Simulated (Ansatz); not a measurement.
The first iterations of a band of CH₈OSiSn (12 atoms, charge 0, multiplicity 1).

All numbers below come from Ansatz, RKS PBE-D4/def2-SVP.

```
movable images  : 5
climbing image  : yes
spring          : 5.0 eV/Å²
optimiser       : quadratic models (default)
start path      : IDPP
force threshold : 0.03 eV/Å
iteration limit : 60
end points      : relaxed
```

Image 0:

```xyz
12
Properties=species:S:1:pos:R:3
C -0.880 1.837 0.229
O -1.286 0.583 0.741
Si -0.208 -0.673 1.056
Sn 1.026 -1.444 -1.098
H -0.164 2.359 0.908
H -0.396 1.750 -0.773
H -1.778 2.479 0.120
H -1.045 -1.786 1.614
H 0.818 -0.257 2.088
H 1.882 -0.142 -1.854
H -0.078 -2.085 -2.265
H 2.185 -2.676 -0.732
```

Image 6:

```xyz
12
Properties=species:S:1:pos:R:3
C 0.024 1.915 0.747
O -1.036 0.980 0.704
Si -0.789 -0.687 0.707
Sn 0.540 -1.462 -1.389
H 0.655 1.799 1.661
H 0.696 1.837 -0.140
H -0.408 2.936 0.758
H -2.160 -1.296 0.719
H -0.041 -1.116 1.950
H -0.362 -1.209 -2.843
H 0.922 -3.147 -1.287
H 2.036 -0.604 -1.553
```

| iteration | highest image above the first end (eV) | largest band force component (eV/Å) |
| --- | --- | --- |
| 1 | 0.120 | 0.865 |
| 2 | 0.085 | 0.555 |

Question: Does the band converge within its limit, and where does its top end?

Answer: It converged. It ended after 6 iterations with the highest image 0.014 eV above the first end. A vibrational analysis at the climbing image gives one clearly imaginary mode, 44i cm⁻¹: a first-order saddle point.

Run time: 46 s on 2 threads of AMD EPYC 9R14 (Zen 4), on a shared host, peak memory 0.19 GiB.
